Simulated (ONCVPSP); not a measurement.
**Plane-wave convergence, ONCV potential for sulfur (S)**

S (Z = 16), optimised norm-conserving Vanderbilt (ONCV), made with ONCVPSP 4.0.1 (PBEsol, scalar-relativistic). Core [He], reference 2s2 2p6 3s2 3p4. Waves: 2s+3s: rc 0.75 bohr, ncon 3, nbas 6, qcut 15.3 1/bohr, 2 projectors; 2p+3p: rc 0.85 bohr, ncon 3, nbas 7, qcut 13.8 1/bohr, 2 projectors; d scattering state at 0.28 Ha: rc 0.75 bohr, ncon 3, nbas 8, qcut 14.4 1/bohr, 1 projector. Local part: polynomial inside 0.55 bohr (lpopt 5, dvloc0 1 Ha). Core correction: Teter function, fcfact 3.25, rcfact 1.35.

Problem. For each optimised wave give the share of its norm inside rc, the residual kinetic energy above qcut (Ha) and the cutoffs (Ha) for errors of 10, 1, 0.1 and 0.01 mHa per electron.

Solution.

```
         wave  norm inside rc  residual KE  10 mHa  1 mHa  0.1 mHa     0.01 mHa
           2s           0.902      3.5e-06    32.1   69.7     91.3        107.0
           3s           0.047      1.7e-06    26.3   60.2     89.0        106.1
           2p           0.947      3.1e-04    76.2   88.2    216.6  not reached
           3p           0.042      2.0e-04    68.6   84.8    104.8        288.6
d projector 1           0.014      2.7e-06    23.8   49.0     72.3         91.6
```

The occupied waves need 88 Ha and 217 Ha for 1 and 0.1 mHa.
